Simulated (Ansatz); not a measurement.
CH₃BN₂, SMILES `BN=C=N`, 7 atoms. The species carries charge 0 and has multiplicity 1. All runs use 2 threads of an Arm Neoverse V2 on a shared host. Correlated methods freeze the cores. Open-shell runs search over several starts.

Problem. How many basis functions does each run have, and how long does it take in Ansatz? RKS PBE0-D4/def2-TZVP frequencies; RHF-CCSD(T)/def2-TZVPP energy; UKS PBE-D4/def2-TZVPP energy of the cation; RKS revPBE-D4/def2-TZVPP energy; RKS PBE0-D4/def2-TZVP relaxation (9 steps); UKS PBE0-D4/def2-TZVPP energy of the cation; RKS PBE0-D4/def2-SVP energy; UKS B3LYP-D4/def2-TZVPP energy of the cation; direct RPA on PBE orbitals/def2-TZVPP energy; RKS ωB97M-V/def2-TZVPP energy and forces; RKS r2SCANh-D4/def2-TZVPP energy; UKS B2PLYP (frozen core)/def2-TZVPP energy of the cation. (Estimate.)

Solution. The calculation gave: Other jobs shared the machine, so times are rough.

| level | job | functions | wall time | peak host memory (GiB) |
| --- | --- | --- | --- | --- |
| RKS PBE0-D4/def2-SVP | energy | 71 | 0.55 s | 0.11 |
| RKS revPBE-D4/def2-TZVPP | energy | 166 | 1.1 s | 0.14 |
| RKS r2SCANh-D4/def2-TZVPP | energy | 166 | 2.6 s | 0.27 |
| direct RPA on PBE orbitals/def2-TZVPP | energy | 166 | 2.7 s | 0.25 |
| UKS PBE-D4/def2-TZVPP | energy of the cation | 166 | 3.3 s | 0.28 |
| RKS ωB97M-V/def2-TZVPP | energy and forces | 166 | 5.5 s | 0.34 |
| UKS B3LYP-D4/def2-TZVPP | energy of the cation | 166 | 7 s | 0.43 |
| UKS PBE0-D4/def2-TZVPP | energy of the cation | 166 | 7 s | 0.43 |
| RKS PBE0-D4/def2-TZVP | relaxation (9 steps) | 142 | 16 s | 0.22 |
| UKS B2PLYP (frozen core)/def2-TZVPP | energy of the cation | 166 | 16 s | 0.42 |
| RHF-CCSD(T)/def2-TZVPP | energy | 166 | 21 s | 1.4 |
| RKS PBE0-D4/def2-TZVP | frequencies | 142 | 48 s | 0.22 |

B3LYP here is the variant with VWN-RPA as its local correlation; programs differ in this.
